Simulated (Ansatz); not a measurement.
Cost and result for the atomization energy of C3H9NOSi (`C=C[SiH](N)OC`) (15 atoms, 14 bonds).

```xyz
15

C    -1.0263   -1.8729    1.7589
C    -0.2107   -1.6503    0.7317
Si    0.3494    0.0461    0.2463
N    -0.7392    1.2184    0.8433
O     0.4943   -0.0454   -1.3921
C     0.9616    1.0266   -2.1709
H    -1.3483   -2.8723    2.0396
H    -1.4059   -1.0547    2.3648
H     0.1435   -2.5028    0.1550
H     1.6705    0.4476    0.8082
H    -0.4297    2.1266    1.1425
H    -1.7271    1.1939    0.6536
H     0.2698    1.8765   -2.1405
H     1.0506    0.6909   -3.2060
H     1.9474    1.3719   -1.8345
```

The species carries charge 0 and has multiplicity 1. Geometry: relaxed with PBE0-D4/def2-TZVP. It is one conformer, not always the lowest. Program: Ansatz. All runs use 2 threads of an AMD EPYC 7R13 on a shared host and a share of an NVIDIA H100 80 GB. Times are those of one run each, without the atoms' runs, and a repeat can differ threefold. Electronic energies, without spin–orbit coupling; frozen cores. CCSD(T)/CBS adds CCSD(T) − MP2 in def2-TZVPP to the MP2 limit, and its time is that of the two runs behind it. T1 = 0.011. B3LYP takes the VWN-RPA correlation (the form of Gaussian; ORCA's B3LYP/G).

CCSD(T)/CBS is a level of theory with its own doubt, some kJ/mol a heavy atom from the limit and from the frozen cores, so smaller differences don't rank the functionals.

```
                             level  functions  wall time
   PBE-D4/def2-TZVPP (with forces)        323       19 s
r2SCAN-D4/def2-TZVPP (with forces)        323       19 s
 B3LYP-D4/def2-TZVPP (with forces)        323       21 s
                PBE0-D4/def2-TZVPP        323       21 s
                 B2PLYP/def2-TZVPP        323       23 s
  ωB97M-V/def2-TZVPP (with forces)        323       26 s
                ωB97X-V/def2-TZVPP        323       27 s
                CCSD(T)/def2-TZVPP        323       31 s
                    MP2/def2-QZVPP        625       36 s
                 CCSD(T)/CBS(def2)          –       66 s
```

Problem. What atomization energy does each give, and how far from CCSD(T)/CBS? (Estimate.)

Solution. The calculation gave: 
| level | atomization (kcal/mol) | difference from CCSD(T)/CBS | per bond |
| --- | --- | --- | --- |
| PBE-D4/def2-TZVPP (with forces) | 1418.5 | 22.4 | 1.6 |
| r2SCAN-D4/def2-TZVPP (with forces) | 1394.2 | -1.9 | -0.1 |
| B3LYP-D4/def2-TZVPP (with forces) | 1397.5 | 1.4 | 0.1 |
| PBE0-D4/def2-TZVPP | 1394.7 | -1.4 | -0.1 |
| B2PLYP/def2-TZVPP | 1381.8 | -14.3 | -1.0 |
| ωB97M-V/def2-TZVPP (with forces) | 1400.0 | 3.9 | 0.3 |
| ωB97X-V/def2-TZVPP | 1398.1 | 2.0 | 0.1 |
| CCSD(T)/def2-TZVPP | 1358.7 | -37.4 | -2.7 |
| MP2/def2-QZVPP | 1400.0 | 3.9 | 0.3 |
| CCSD(T)/CBS(def2) | 1396.1 | 0.0 | 0.0 |

In def2-TZVPP, CCSD(T) changes the Hartree–Fock value by +343.4 kcal/mol (the triples alone add +19.6 kcal/mol) and MP2 by +362.3 kcal/mol; breaking electron pairs costs correlation energy, which Hartree–Fock lacks. The D4 term adds +12.0 kcal/mol with B3LYP and +6.4 kcal/mol with PBE0; it sums over pairs of atoms, weighted by their polarisabilities, and B3LYP, whose exchange is more repulsive, gets the larger term. From PBE to PBE0 (25 % exact exchange), in def2-TZVPP and without D4, the atomization energy moves by −22.7 kcal/mol: exact exchange takes away binding that semilocal exchange gives to molecules.
